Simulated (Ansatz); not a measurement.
Gas-phase electronic energies from Ansatz, PBE0-D4/def2-TZVP geometries. CCSD(T)/CBS adds triple-zeta CCSD(T) − MP2 to the extrapolated MP2 energy (def2 sets, frozen cores). Functionals use def2-TZVPP. B3LYP here is the variant with VWN-RPA as its local correlation; programs differ in this. HSE06 is defined as in plane-wave codes. Elements past krypton have def2 core potentials. For Sn outer-core shells are correlated without core-valence functions, which leaves a few kJ/mol of doubt a bond. One conformer a species, not always the lowest.

Consider the ligand exchange at the Si–C bond: `C=C([SiH3])C[SiH3]` + `[SH][SnH3]` → `[SiH3][S][SnH3]` + `C=CC[SiH3]`.

| level | ΔE (kJ/mol) |
| --- | --- |
| LDA (SPW92) | -62.0 |
| revPBE-D4 | -63.1 |
| B3LYP-D4 | -64.0 |
| ωB97X-V | -65.8 |
| ωB97M-V | -65.5 |
| HSE06 | -70.4 |
| MP2/def2-TZVPP | -67.8 |
| HF/def2-QZVPP | -72.7 |

Question: What does CCSD(T)/CBS give? (An estimate is asked.)

Answer: Ansatz gave: -68.6 kJ/mol. The listed levels differ from it by 6.6, 5.5, 4.6, 2.8, 3.1, -1.8, 0.8, -4.1 kJ/mol.

Largest T1 diagnostic among the species: 0.013.

In def2-TZVPP, CCSD(T) changes the Hartree–Fock value by +8.2 kJ/mol (the triples alone add +0.8 kJ/mol) and MP2 by +4.8 kJ/mol. At CCSD(T), def2-SVP lies +9.1 kJ/mol from the extrapolated value and def2-TZVPP +4.1 kJ/mol. The D4 term adds +3.7 kJ/mol with B3LYP and +2.3 kJ/mol with PBE0; it sums over pairs of atoms, weighted by their polarisabilities, and B3LYP, whose exchange is more repulsive, gets the larger term.
